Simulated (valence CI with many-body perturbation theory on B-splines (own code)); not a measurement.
**Hyperfine factors and g values of Cd⁹⁺**

Computed by relativistic CI+MBPT: three valence electrons over a frozen Dirac-Fock core [Kr], a basis of 9 s, 9 p, 10 d, 8 f, 5 g, 3 h, 1 i functions for each j, with the one-electron correlation potential Σ1, the two-electron term Σ2, the three-electron term Σ3, Breit, model QED; selected CI, second order for the rest, scaled by the run's own slope (own B-spline code, finite nucleus).

No measured levels were compared; by estimate terms of the open shell hold to 2 to 4 % of their energy, and close levels can change places. Core correlation moves these levels by up to 2600 cm⁻¹, and in measured spectra 5 to 20 % of such shifts remained as error; rates that hang on mixing are uncertain with them. The list stops below the first excitations out of the core. Only levels of the ground parity were solved; by the run's estimate the other parity begins above the list, which can be wrong where configurations are misplaced.

A/g_I is the dipole constant over the nuclear g factor μ/I (μ in nuclear magnetons, uniformly magnetised nucleus), B/Q the quadrupole constant per barn. Both hold the static response of the core; the bare values leave it out. Large factors of s and p1/2 electrons are usually good to 5 to 10 %; those of open d and f shells near neutrality can be off by tens of per cent, and small factors of p3/2, d and f electrons come from cancelling terms and can be off by a factor of two or in sign, in half-filled shells by more. B is blank for J = 1/2, where it vanishes, and for nearly pure S terms. Energies count from the lowest level.

Names give the largest LS component (configuration and term), which can be under half, so a name can repeat, a term be missing and a line seem to break the LS rules; names also repeat where a configuration has a term twice. Letters in brackets count levels of one name in rising energy.

```
         Level  E (cm⁻¹)      g  A/g_I (MHz)  A/g_I bare  B/Q (MHz/b)  B/Q bare
    4d3 4F_3/2       0.0  0.423         2850        2310         -663      -612
    4d3 4F_5/2      3855  1.031         1380        1380         -600      -560
    4d3 4F_7/2      7956  1.227          977        1150         -710      -666
    4d3 4F_9/2     11816  1.305          912        1150         -849      -800
    4d3 4P_3/2     19338  1.538          697        1150        -1130     -1050
    4d3 4P_1/2     20450  2.371        -2450       -1290                       
    4d3 2G_7/2     24368  0.903         1720        1610          925       860
4d3 2H_9/2 [a]     25336  1.030         1480        1470         2110      1950
    4d3 4P_5/2     26040  1.584        -63.7         416         1520      1400
4d3 2D_3/2 [a]     30536  1.141         1300        1400        -1550     -1440
    4d3 2P_1/2     32449  0.964          118        17.5                       
   4d3 2H_11/2     34189  1.090         1320        1370         3400      3150
4d3 2H_9/2 [b]     35885  1.017         1220        1200         1600      1490
4d3 2D_5/2 [a]     37618  1.206         1060        1210         -960      -891
    4d3 2P_3/2     41814  1.160         1030        1140          190       179
    4d3 2F_7/2     48644  1.138         1260        1360          968       901
    4d3 2F_5/2     49198  0.873         1450        1300         1690      1570
4d3 2D_5/2 [b]     75448  1.189          907        1040         1930      1790
4d3 2D_3/2 [b]     75778  0.800         2400        2210         2010      1860
```

Take the isotope of mass number 111, with I = 1/2, μ = -0.594 μN. What is the hyperfine structure of 4d3 2H_9/2 [a]?

From the table A = -1750 MHz. Shifts from the centre of gravity in MHz: F = 4: 4810, F = 5: -3940.
